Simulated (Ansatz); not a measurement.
Consider the redistribution: `[SiH3]B[CH2][SnH3]` + `[CH3][Al]([CH3])[F]` → `[CH3][Al]([CH3])[BH][SiH3]` + `F[CH2][SnH3]`.

Gas-phase electronic energies from Ansatz, PBE0-D4/def2-TZVP geometries. CCSD(T)/CBS adds triple-zeta CCSD(T) − MP2 to the extrapolated MP2 energy (def2 sets, frozen cores). Functionals use def2-TZVPP. def2 core potentials past Kr. For Sn outer-core shells are correlated without core-valence functions, which leaves a few kJ/mol of doubt a bond. Each species was taken in one conformer, which may not be the lowest.

```tsv
level	ΔE (kJ/mol)	difference from CCSD(T)/CBS
PBE-D4	357.5	-26.2
r2SCAN-D4	373.6	-10.1
PBE0	360.5	-23.2
MP2/def2-TZVPP	403.1	19.4
SCS-MP2/def2-TZVPP	387.3	3.6
HF/def2-QZVPP	356.4	-27.3
MP2/def2-QZVPP	407.7	24.0
SCS-MP2/def2-QZVPP	391.7	8.0
MP2/CBS(def2)	409.6	25.9
CCSD/CBS(def2)	380.3	-3.4
CCSD(T)/CBS	383.7	0
```

Largest T1 diagnostic among the species: 0.013.

From PBE to PBE0 (25 % exact exchange), in def2-TZVPP and without D4, ΔE moves by +7.5 kJ/mol. In def2-TZVPP, CCSD(T) changes the Hartree–Fock value by +23.3 kJ/mol (the triples alone add +3.4 kJ/mol) and MP2 by +49.1 kJ/mol.
